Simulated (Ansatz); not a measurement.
All numbers were calculated with Ansatz.

H$_{6}$S$_{2}$Si$_{2}$ (`[SiH3]SS[SiH3]`) at its PBE0-D4/def2-TZVP geometry, where that method's forces vanish. The species carries charge 0 and has multiplicity 1.

```tsv
atom	x (Å)	y (Å)	z (Å)
Si1	-1.611	0.777	-0.984
S2	-0.560	1.382	0.783
S3	-0.305	-0.528	1.570
Si4	1.675	-0.840	0.812
H5	-2.871	0.088	-0.615
H6	-0.763	-0.126	-1.799
H7	-1.902	2.031	-1.727
H8	1.671	-0.769	-0.670
H9	2.070	-2.198	1.268
H10	2.597	0.182	1.363
```

Question: For each bond, give half the difference of the two atoms' forces along it (eV/Å; positive pushes the atoms apart) under PBE-D4, r2SCAN-D4, B3LYP-D4, ωB97M-V in def2-TZVPP. (Estimate.)

Answer: The calculation gave: 
| bond | length (Å) | PBE-D4 | r2SCAN-D4 | B3LYP-D4 | ωB97M-V |
| --- | --- | --- | --- | --- | --- |
| Si1–S2 | 2.143 | 0.10 | 0.03 | 0.17 | 0.10 |
| Si1–H5 | 1.483 | 0.08 | -0.02 | -0.08 | -0.12 |
| Si1–H6 | 1.483 | 0.07 | -0.02 | -0.09 | -0.11 |
| Si1–H7 | 1.486 | 0.08 | -0.03 | -0.11 | -0.12 |
| S2–S3 | 2.082 | 0.32 | 0.18 | 0.38 | 0.15 |
| S3–Si4 | 2.143 | 0.10 | 0.03 | 0.17 | 0.10 |
| Si4–H8 | 1.483 | 0.07 | -0.02 | -0.09 | -0.11 |
| Si4–H9 | 1.486 | 0.08 | -0.03 | -0.11 | -0.12 |
| Si4–H10 | 1.483 | 0.08 | -0.02 | -0.08 | -0.12 |

B3LYP here is the variant with VWN-RPA as its local correlation; programs differ in this.
